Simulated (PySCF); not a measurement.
## W²⁺ (tungsten, charge +2) across methods

[Xe] 4f14 5d4, high-spin 5D determinant. Calculation: PySCF 2.14, in aug-cc-pwCVTZ-PP with ECP60MDF; a scalar-relativistic core potential.

```json
{"method": "LDA", "E (hartree)": "-66.2343", "mean ε 5p α (eV)": "-59.812", "mean ε 5p β (eV)": "-57.388", "mean ε 5d α (eV)": "-21.104", "Σ⟨r²⟩ (bohr²)": "30.17", "⟨S²⟩": "6.000"}
{"method": "PBE0", "E (hartree)": "-66.4113", "mean ε 5p α (eV)": "-62.945", "mean ε 5p β (eV)": "-59.490", "mean ε 5d α (eV)": "-22.420", "Σ⟨r²⟩ (bohr²)": "29.70", "⟨S²⟩": "6.001"}
{"method": "r2SCAN", "E (hartree)": "-66.4479", "mean ε 5p α (eV)": "-61.215", "mean ε 5p β (eV)": "-57.933", "mean ε 5d α (eV)": "-21.254", "Σ⟨r²⟩ (bohr²)": "29.62", "⟨S²⟩": "6.002"}
{"method": "CAM-B3LYP", "E (hartree)": "-66.3646", "mean ε 5p α (eV)": "-64.364", "mean ε 5p β (eV)": "-61.059", "mean ε 5d α (eV)": "-23.673", "Σ⟨r²⟩ (bohr²)": "29.80", "⟨S²⟩": "6.001"}
{"method": "PBE", "E (hartree)": "-66.4344", "mean ε 5p α (eV)": "-59.826", "mean ε 5p β (eV)": "-57.321", "mean ε 5d α (eV)": "-21.021", "Σ⟨r²⟩ (bohr²)": "29.90", "⟨S²⟩": "6.001"}
{"method": "UHF", "E (hartree)": "-65.91397", "mean ε 5p α (eV)": "-71.526", "mean ε 5p β (eV)": "-64.833", "mean ε 5d α (eV)": "-26.028", "Σ⟨r²⟩ (bohr²)": "29.56", "⟨S²⟩": "6.004"}
{"method": "PBEsol", "E (hartree)": "-66.3141", "mean ε 5p α (eV)": "-59.697", "mean ε 5p β (eV)": "-57.215", "mean ε 5d α (eV)": "-20.992", "Σ⟨r²⟩ (bohr²)": "29.96", "⟨S²⟩": "6.001"}
{"method": "wB97M-V", "E (hartree)": "-66.3388", "mean ε 5p α (eV)": "-65.414", "mean ε 5p β (eV)": "-62.288", "mean ε 5d α (eV)": "-24.641", "Σ⟨r²⟩ (bohr²)": "29.81", "⟨S²⟩": "6.001"}
```

Energies and moments cover only the electrons outside the core potential. Spin-orbit coupling, absent here, splits the open shell strongly.
